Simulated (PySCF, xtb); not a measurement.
C3H13NSi2, SMILES C([SiH3])(NC)(C)[SiH3]. Other conformers were not sampled.

Harmonic wavenumbers (cm⁻¹) from GFN2-xTB in xtb at its own minimum, in rising order: 74, 136, 159, 164, 181, 225, 234, 257, 281, 351, 386, 513, 518, 526, 561, 601, 755, 768, 775, 778, 796, 799, 826, 837, 927, 1036, 1071, 1094, 1127, 1156, 1190, 1405, 1414, 1421, 1491, 1497, 1508, 1518, 2207, 2215, 2238, 2251, 2281, 2304, 2866, 2972, 2994, 3002, 3006, 3023, 3324.

Q: What does PySCF with PBE-D3(BJ)/def2-SVP give at its own minimum? (The exact figures need the calculation; the answer reports its results.)

A: 98, 142, 159, 172, 192, 206, 223, 240, 247, 343, 373, 517, 541, 591, 626, 657, 681, 794, 863, 878, 896, 903, 906, 913, 919, 1010, 1040, 1068, 1111, 1152, 1167, 1327, 1387, 1398, 1413, 1415, 1421, 1451, 2137, 2147, 2153, 2161, 2176, 2183, 2881, 2944, 2991, 3024, 3045, 3051, 3410. Paired by order, the mean absolute difference is 46 cm⁻¹ and the zero-point energies are 91.5 and 91.1 kcal/mol.
